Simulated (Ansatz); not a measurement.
Cost and result for the atomization energy of CH₇AlGe, SMILES `[AlH2][CH2][GeH3]` (10 atoms, 9 bonds).

```xyz
10

Al   -0.9909   -0.8550    1.2723
C     0.3401   -0.7370   -0.1394
Ge    0.5437    1.0689   -0.8713
H    -0.5663   -0.6200    2.7845
H    -2.5083   -1.1517    0.9093
H     0.0768   -1.3849   -0.9812
H     1.3269   -1.0364    0.2273
H     0.9557    2.0524    0.2416
H    -0.7918    1.5568   -1.4659
H     1.6142    1.1069   -1.9774
```

Charge 0, multiplicity 1. Correlated methods include outer-core shells of Ge, which these sets cover unevenly. Scalar relativity is left out up to krypton. All single points use the PBE0-D4/def2-TZVP geometry. Program: Ansatz. All runs use 4 threads of a server CPU on a shared host. Times are those of one run each, without the atoms' runs, and a repeat can differ threefold. Electronic energies, without spin–orbit coupling; frozen cores. CCSD(T)/CBS adds CCSD(T) − MP2 in def2-TZVPP to the MP2 limit, and its time is that of the two runs behind it. T1 = 0.011. With those shells the extrapolation isn't a true limit. HSE06 is the plane-wave form, built on full-range PBE exchange.

CCSD(T)/CBS is a level of theory with its own doubt, some kJ/mol a heavy atom from the limit and from the frozen cores, so smaller differences don't rank the functionals.

```json
{"level": "BLYP-D4/def2-TZVPP", "functions": "219", "wall time": "1.8 s", "atomization (kJ/mol)": "2880.8", "difference from CCSD(T)/CBS": "-63.4", "per bond": "-7.0"}
{"level": "PBE-D4/def2-TZVPP (with forces)", "functions": "219", "wall time": "2.2 s", "atomization (kJ/mol)": "2901.3", "difference from CCSD(T)/CBS": "-42.9", "per bond": "-4.8"}
{"level": "PBE0-D4/def2-TZVPP", "functions": "219", "wall time": "2.6 s", "atomization (kJ/mol)": "2896.8", "difference from CCSD(T)/CBS": "-47.4", "per bond": "-5.3"}
{"level": "BHLYP-D4/def2-TZVPP", "functions": "219", "wall time": "2.8 s", "atomization (kJ/mol)": "2889.0", "difference from CCSD(T)/CBS": "-55.2", "per bond": "-6.1"}
{"level": "HSE06-D4/def2-TZVPP", "functions": "219", "wall time": "2.9 s", "atomization (kJ/mol)": "2897.1", "difference from CCSD(T)/CBS": "-47.1", "per bond": "-5.2"}
{"level": "CCSD(T)/def2-SVP", "functions": "99", "wall time": "3.5 s", "atomization (kJ/mol)": "2787.6", "difference from CCSD(T)/CBS": "-156.6", "per bond": "-17.4"}
{"level": "r2SCAN-D4/def2-TZVPP (with forces)", "functions": "219", "wall time": "4.7 s", "atomization (kJ/mol)": "2934.2", "difference from CCSD(T)/CBS": "-10.0", "per bond": "-1.1"}
{"level": "B2PLYP/def2-TZVPP", "functions": "219", "wall time": "6 s", "atomization (kJ/mol)": "2890.5", "difference from CCSD(T)/CBS": "-53.7", "per bond": "-6.0"}
{"level": "ωB97X-V/def2-TZVPP", "functions": "219", "wall time": "7.5 s", "atomization (kJ/mol)": "2948.6", "difference from CCSD(T)/CBS": "4.4", "per bond": "0.5"}
{"level": "B97M-V/def2-TZVPP", "functions": "219", "wall time": "8 s", "atomization (kJ/mol)": "2980.0", "difference from CCSD(T)/CBS": "35.8", "per bond": "4.0"}
{"level": "MP2/def2-QZVPP", "functions": "426", "wall time": "25 s", "atomization (kJ/mol)": "2899.2", "difference from CCSD(T)/CBS": "-45.0", "per bond": "-5.0"}
{"level": "CCSD(T)/def2-TZVPP", "functions": "219", "wall time": "76 s", "atomization (kJ/mol)": "2888.8", "difference from CCSD(T)/CBS": "-55.4", "per bond": "-6.2"}
{"level": "CCSD(T)/CBS(def2)", "functions": "–", "wall time": "100 s", "atomization (kJ/mol)": "2944.2", "difference from CCSD(T)/CBS": "0.0", "per bond": "0.0"}
```

Leaving LDA and LC-ωPBE aside and taking each functional with its dispersion term where it has one, the values, not all of them listed here, spread over 124.2 kJ/mol, from revPBE-D4 to B97M-V. LDA lies +361.2 kJ/mol from PBE without D4, its usual overbinding. At CCSD(T), def2-SVP lies −156.5 kJ/mol from the extrapolated value and def2-TZVPP −55.4 kJ/mol: correlation converges slowly with the basis, and small sets miss more of it in the bonded molecule than in its fragments. In def2-TZVPP, CCSD(T) changes the Hartree–Fock value by +667.4 kJ/mol (the triples alone add +26.6 kJ/mol) and MP2 by +645.3 kJ/mol; breaking electron pairs costs correlation energy, which Hartree–Fock lacks.
